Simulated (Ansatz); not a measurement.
Hf(Cl)3(OSiH3) anion (Cl₃H₃HfOSi), SMILES [SiH3][O][Hf]([Cl])([Cl])[Cl] (connectivity only; charge and spin as stated), charge -1, multiplicity 2.

Geometry optimised at PBE0-D3(BJ)/def2-SVPD. The geometry has at least one imaginary mode, so it is a saddle point at that level. The multiplicity is an assumed one; no other spin state was optimised. The isomer is the one that the SMILES or the coordinates give; other isomers of the formula were not compared. The def2 effective core potentials stand for the cores of Hf; spin–orbit coupling is left out. One conformer was computed; it need not be the lowest.

Two levels are set side by side: PBE/def2-SVPD (Ansatz, an electronic-structure program) and CAM-B3LYP/def2-SVPD (Ansatz). Energy differences of separate SCF runs at the same geometry; the states with an electron removed or added have multiplicity 1. Differences are taken from unrounded values.

| quantity | CAM-B3LYP |
|---|---|
| vertical ionisation energy (eV) | 2.44 |

**Question.** What does PBE give, and how far is it from CAM-B3LYP? (The exact figures need the calculation; the answer reports its results.)

**Answer.** 
```csv
quantity,PBE,PBE minus CAM-B3LYP
vertical ionisation energy (eV),2.18,-0.27
```
